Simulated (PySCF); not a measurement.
# Correlation energy of Cl⁺ (chlorine, charge +1)

[Ne] 3s2 3p4, high-spin 3P determinant. All numbers are calculated (PySCF 2.14, the spin-free X2C one-electron Hamiltonian (Gaussian nucleus), in aug-cc-pVTZ-DK). Frozen: [Ne]; 6 electrons correlated.

```csv
level,correlation energy (mhartree)
CCSD,-149.01
(T),-4.35
CCSD(T),-153.36
```

Diagnostics: T1 = 0.0084, D1 = 0.0270, largest double amplitude 0.038.

Cost of the coupled-cluster step: roughly 2.9 core-seconds, for 6 correlated electrons.

Iterations:

```
CC2 = 0
CCSD nocc = (np.int64(4), np.int64(2)), nmo = (45, 45)
frozen orbitals [[0, 1, 2, 3, 4], [0, 1, 2, 3, 4]]
max_cycle = 100
direct = 0
conv_tol = 1e-08
conv_tol_normt = 1e-06
diis_space = 8
diis_start_cycle = 0
Init t2, MP2 energy = -0.125001784939013
Init E_corr(UCCSD) = -0.125001784965659
cycle = 1  E_corr(UCCSD) = -0.143326683428777  dE = -0.0183248985  norm(t1,t2) = 0.0409333
cycle = 2  E_corr(UCCSD) = -0.147255147202964  dE = -0.00392846377  norm(t1,t2) = 0.0134227
cycle = 3  E_corr(UCCSD) = -0.149062987331766  dE = -0.00180784013  norm(t1,t2) = 0.00539132
cycle = 4  E_corr(UCCSD) = -0.14900642437304  dE = 5.65629587e-05  norm(t1,t2) = 0.000637856
cycle = 5  E_corr(UCCSD) = -0.149008441897504  dE = -2.01752446e-06  norm(t1,t2) = 9.80083e-05
cycle = 6  E_corr(UCCSD) = -0.149008791107752  dE = -3.49210248e-07  norm(t1,t2) = 2.27658e-05
cycle = 7  E_corr(UCCSD) = -0.149008830622261  dE = -3.95145086e-08  norm(t1,t2) = 6.83773e-06
cycle = 8  E_corr(UCCSD) = -0.149008853334667  dE = -2.2712406e-08  norm(t1,t2) = 1.98271e-06
cycle = 9  E_corr(UCCSD) = -0.149008827179665  dE = 2.61550016e-08  norm(t1,t2) = 3.67144e-07
cycle = 10  E_corr(UCCSD) = -0.149008830493266  dE = -3.313601e-09  norm(t1,t2) = 7.7717e-08
UCCSD converged
E(UCCSD) = -460.6117009416587  E_corr = -0.149008830493266
UCCSD(T) correction = -0.00435409839192595
```
